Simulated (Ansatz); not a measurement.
Ansatz (a quantum-chemistry and plane-wave program) input:

Ansatz 0.2 input:
```yaml
crystal:
  periodic: [false, false, false]
  atoms:
    - {symbol: F, position_ang: [1.62366939, -0.70877126, 0.00655208]}
    - {symbol: C, position_ang: [0.62960353, 0.19732856, -0.01250073]}
    - {symbol: C, position_ang: [-0.62960353, -0.19732856, 0.01250073]}
    - {symbol: F, position_ang: [-1.62366939, 0.70877126, -0.00655208]}
    - {symbol: H, position_ang: [0.96175387, 1.22502656, -0.04851780]}
    - {symbol: H, position_ang: [-0.96175387, -1.22502656, 0.04851780]}
basis:
  gaussian:
    orbitals: def2-TZVPD
hamiltonian:
  xc: {name: r2SCANh}
output: {forces: true}
```

Problem. Which total energy does the run end on?

Solution. -277.02760 Eh (r2SCANh/def2-TZVPD). The basis has 172 functions.
